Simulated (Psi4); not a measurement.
Psi4 input (wB97X-D/6-31G*):

```
memory 1500 MB

molecule {
-1 1
C     1.60391100    0.16073300    0.18610100
C     0.41228000   -0.75592800   -0.11930400
C    -0.88188300   -0.28173700    0.50118600
F    -1.31338600    0.85857400   -0.39198900
H     1.40617600    1.16159400   -0.20643100
H     1.73055100    0.25306500    1.26918000
H     2.54164000   -0.20225100   -0.25993300
H     0.36727500   -0.87762800   -1.22897400
H     0.61502500   -1.75524100    0.29544500
H    -1.64604300   -1.04511800    0.25071500
symmetry c1
no_reorient
no_com
}

set {
  basis 6-31G*
  reference rks
  scf_type pk
  dft_radial_points 99
  dft_spherical_points 590
  e_convergence 1e-8
  d_convergence 1e-7
  maxiter 150
}

e = energy('wb97x-d')
print_out(f'\nFINAL {e:.10f} DIPOLE {variable("CURRENT DIPOLE")[0]:.6f} {variable("CURRENT DIPOLE")[1]:.6f} {variable("CURRENT DIPOLE")[2]:.6f}\n')
```

From the output:

```
       1A    -24.499869     2A    -10.097738     3A    -10.076815
       4A    -10.034299     5A     -0.957239     6A     -0.658411
       7A     -0.536338     8A     -0.414141     9A     -0.331761
      10A     -0.320361    11A     -0.266415    12A     -0.237388
      13A     -0.224235    14A     -0.214982    15A     -0.182236
      16A     -0.135706    17A      0.022209

    Virtual:

      18A      0.366511    19A      0.410827    20A      0.418095
      21A      0.420593    22A      0.437216    23A      0.477392
      24A      0.500156    25A      0.509145    26A      0.574991
      27A      0.804492    28A      0.829875    29A      0.838109
      30A      0.887597    31A      0.937177    32A      0.969317
      33A      0.981070    34A      1.041829    35A      1.101001
      36A      1.150645    37A      1.165232    38A      1.186798
      39A      1.196027    40A      1.244110    41A      1.259050
      42A      1.288809    43A      1.439671    44A      1.562117
      45A      1.621003    46A      1.656139    47A      1.772272
      48A      1.776847    49A      1.857819    50A      1.956360
      51A      2.029612    52A      2.115293    53A      2.202440
      54A      2.232870    55A      2.247512    56A      2.291843
      57A      2.315010    58A      2.336222    59A      2.436689
      60A      2.523793    61A      2.545069    62A      2.577640
      63A      2.676159    64A      2.698761    65A      2.850708
      66A      2.914532    67A      3.002562    68A      3.348689
      69A      4.338453    70A      4.461867    71A      4.669855
      72A      4.804181

    Final Occupation by Irrep:
              A
    DOCC [    17 ]
    NA   [    17 ]
    NB   [    17 ]

  @RKS Final Energy:  -217.60772751996615

   => Energetics <=

    Nuclear Repulsion Energy =            119.0674486706875115
    One-Electron Energy =                -541.4094546035272515
    Two-Electron Energy =                 224.8146470673152351
    DFT Exchange-Correlation Energy =     -20.0769740372727412
    Empirical Dispersion Energy =          -0.0033946171688754
    VV10 Nonlocal Energy =                  0.0000000000000000
    Total Energy =                       -217.6077275199661472

Computation Completed

Properties will be evaluated at   0.000000,   0.000000,   0.000000 [a0]

Properties computed using the SCF density matrix

 Multipole Moments:

 ------------------------------------------------------------------------------------
     Multipole            Electronic (a.u.)      Nuclear  (a.u.)        Total (a.u.)
 ------------------------------------------------------------------------------------

 L = 1.  Multiply by 2.5417464519 to convert [e a0] to [Debye]
 Dipole X            :          1.2234753           -0.0000038            1.2234715
 Dipole Y            :         -0.1917793           -0.0000094           -0.1917887
 Dipole Z            :         -0.5777605           -0.0000019           -0.5777624
 Magnitude           :                                                    1.3665558

 ------------------------------------------------------------------------------------

FINAL -217.6077275200 DIPOLE 1.223472 -0.191789 -0.577762

*** Psi4 exiting successfully. Buy a developer a beer!
```

The dipole moment of an ion depends on the origin.

The geometry given is a B3LYP-D3(BJ)/def2-TZVP minimum.
